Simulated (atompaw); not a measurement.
# Before and after: PAW (atompaw) potential for thulium (Tm)

| Item | Value |
| --- | --- |
| Element | thulium |
| Generator | atompaw 4.2.0.5 |
| Type | PAW |
| Functional | LDA (PW92) |
| Relativity | scalar-relativistic |
| Frozen core | [Xe] |
| Valence charge | 15 |
| Reference configuration | 4f12.5 5d0.5 6s2 6p0 |
| Partial waves | 6s (bound): rc 3.00 bohr; 6s channel at 0.05 Ry: rc 3.00 bohr; 6p (bound, empty): rc 3.00 bohr; 6p channel at 0.35 Ry: rc 3.00 bohr; 5d (bound): rc 3.00 bohr; 5d channel at 0.4 Ry: rc 3.00 bohr; 4f (bound): rc 1.20 bohr; 4f channel at 0.7 Ry: rc 1.20 bohr |
| Local potential | troulliermartins scheme with l = 4 at 0 Ry, radius 2.50 bohr |
| Core correction | smooth core density matched at 2.45 bohr |
| Augmentation charge | besselshape compensation charge, radius 2.25 bohr; PAW radius 3.00 bohr; waves and projectors: custom rrkj gramschmidtortho |

Change: wave 6p channel at 0.35 Ry: rc 3.00 bohr becomes 6p channel at 3.6 Ry: rc 3.00 bohr.

Cutoffs: the cutoffs (Ry, on a coarse ladder) from which the occupation-weighted sum of valence levels, in a spherical-Bessel basis at the reference potential, stays within 10 and 1 mRy of its value at 400 Ry; they do not see the model core or the augmentation charge, which bear on the density cutoff.

Q: What does the change do?

A: The potential gets neither clearly harder nor softer (140 Ry and 230 Ry → 140 Ry and 230 Ry); the bound ghosts move from p, s to s; the range in which the p phases agree narrows (upper end at the end of the scan → 0.2).

```csv
quantity,base,changed
"cutoff, loose",140 Ry,140 Ry
"cutoff, tight",230 Ry,230 Ry
bound ghosts,"p, s",s
s: phases at 3.01 bohr within 0.05 rad from the reference energy up to (Ry; the scan ends near 5),3.3,3.3
p: phases at 3.01 bohr within 0.05 rad from the reference energy up to (Ry; the scan ends near 5),to the end of the scan,0.2
d: phases at 3.01 bohr within 0.05 rad from the reference energy up to (Ry; the scan ends near 5),to the end of the scan,to the end of the scan
f: phases at 3.01 bohr within 0.05 rad from the reference energy up to (Ry; the scan ends near 5),4.9,4.9
lowest overlap eigenvalue by channel,"s 0.40, p 0.72, d 1.00, f 1.00","s 0.40, p 0.87, d 1.00, f 1.00"
```

 A true bound ghost makes a file unfit for plane-wave use even where its test errors are small: the radial tests pick states by their node count and pass the ghost by. The cutoffs see the waves, projectors and local potential, not the compensation charge or the core.
